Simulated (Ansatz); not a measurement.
Born–Oppenheimer molecular dynamics of Cl3H5SiSn (10 atoms, charge 0, multiplicity 1). It starts at the highest image of a converged band. Of that band: Neighbouring images differ by up to 1.7 eV, so the band resolves the path poorly. A vibrational analysis at the climbing image gives one clearly imaginary mode, 1538i cm⁻¹, and a faint second one (31i cm⁻¹) that may be numerical noise or a soft torsion: probably a first-order saddle point.

Method: RHF/def2-SVP in Ansatz.

```
ensemble                      : NVE (velocity Verlet)
time step                     : 0.5 fs
steps asked                   : 200
starting velocities drawn for : 300 K
seed                          : 11887
```

First frame:

```xyz
10
Properties=species:S:1:pos:R:3
Sn 0.145 0.181 -0.057
Cl -0.059 -0.081 2.832
Cl 2.125 -0.277 -1.243
Cl -1.162 1.765 -1.201
H -0.729 -1.247 -0.005
Si 1.556 2.389 1.170
H 2.777 1.991 1.889
H 1.835 2.866 -0.192
H 0.701 3.317 1.925
H 0.623 0.944 1.671
```

(1) How far do the bonds stretch over the last three quarters of this one trajectory? (Pairs bonded in most of those frames.)

## Answers

(1) 
```json
{"bond": "Sn1–Cl2", "mean (Å)": "2.366", "spread (Å)": "0.165", "shortest": "2.13", "longest": "2.64"}
{"bond": "Sn1–Cl3", "mean (Å)": "2.332", "spread (Å)": "0.049", "shortest": "2.26", "longest": "2.40"}
{"bond": "Sn1–Cl4", "mean (Å)": "2.337", "spread (Å)": "0.021", "shortest": "2.30", "longest": "2.36"}
{"bond": "Sn1–H5", "mean (Å)": "1.692", "spread (Å)": "0.033", "shortest": "1.64", "longest": "1.74"}
{"bond": "Si6–H7", "mean (Å)": "1.485", "spread (Å)": "0.025", "shortest": "1.44", "longest": "1.53"}
{"bond": "Si6–H8", "mean (Å)": "1.489", "spread (Å)": "0.017", "shortest": "1.46", "longest": "1.53"}
{"bond": "Si6–H9", "mean (Å)": "1.483", "spread (Å)": "0.009", "shortest": "1.47", "longest": "1.51"}
{"bond": "Si6–H10", "mean (Å)": "1.495", "spread (Å)": "0.073", "shortest": "1.35", "longest": "1.61"}
```

Pairs bonded in part of these frames only: Sn1–H10 14 %.

Mean temperature of the second half: 2823 K. The conserved energy stayed within 0.21 meV per atom of its start (net change 0.041 meV per atom), so the integration is sound. The kinetic energy rose, since the run started high on the potential surface and went downhill. It ends in pieces (Cl3HSn + H4Si), so much of that is their flight and rotation, not heat. A run of 0.1 ps of so small a system gives no equilibrium averages. The orbitals stay closed-shell, which can raise the energy where a bond breaks towards radicals; this wasn't checked here.

The run took 9.2 min on 2 threads of Intel(R) Xeon(R) Platinum 8488C (Sapphire Rapids), on a shared host, peak memory 0.36 GiB.
